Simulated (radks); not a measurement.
Question: Radial electron density D(r) = 4 pi r^2 rho(r) of an atom or ion with 46 electrons. Calculated with a radial shooting solver on a logarithmic mesh with Libxc functionals: Dirac Kohn-Sham, PBEsol, spin-unpolarised, spherical densities, finite nucleus; Fermi nuclear charge, rms radius of each element as measured or else 0.836 A^(1/3) + 0.57 fm.

r (bohr),D(r) (e/bohr)
0.003128,8.733
0.003583,10.80
0.004105,13.28
0.004666,16.02
0.005345,19.41
0.006124,23.29
0.007016,27.66
0.007975,32.17
0.009136,37.26
0.01047,42.51
0.01199,47.66
0.01363,52.13
0.01562,56.16
0.01789,59.08
0.0205,60.61
0.02348,60.61
0.02669,59.31
0.03058,56.96
0.03503,54.35
0.04014,52.46
0.04562,52.24
0.05226,54.36
0.05987,58.96
0.0686,65.22
0.07796,71.08
0.08932,75.25
0.1023,75.52
0.1172,71.31
0.1333,64.38
0.1527,56.58
0.1749,51.58
0.2004,51.35
0.2278,54.92
0.2609,59.54
0.2989,60.79
0.3425,55.92
0.3924,45.47
0.446,33.68
0.5109,23.26
0.5854,17.69
0.6707,16.78
0.7622,18.00
0.8733,18.88
1,17.87
1.146,15.05
1.303,11.63
1.493,8.123
1.71,5.294
1.959,3.257
2.227,1.958
2.551,1.071
2.923,0.5408
3.348,0.2476
3.806,0.1067
4.36,0.03810
4.995,0.01149

What is the nuclear charge?

Answer: Z = 47. The innermost maximum, from 1s, lies near gamma/Z bohr with gamma = sqrt(1 - (Z/c)^2) = 0.939, here 0.02 bohr (found: 0.0219), and its height grows with Z. The density is that of the silver ion Ag+ in [Kr] 4d10; the configuration itself is not fixed sharply by these data, and Z only to a few units. D(r) has 4 maxima, at r = 0.0219, 0.0968, 0.290, 0.873 bohr, and minima at 0.0435, 0.188, 0.650 bohr, inside which lie 2.04, 11.16, 29.06 electrons.
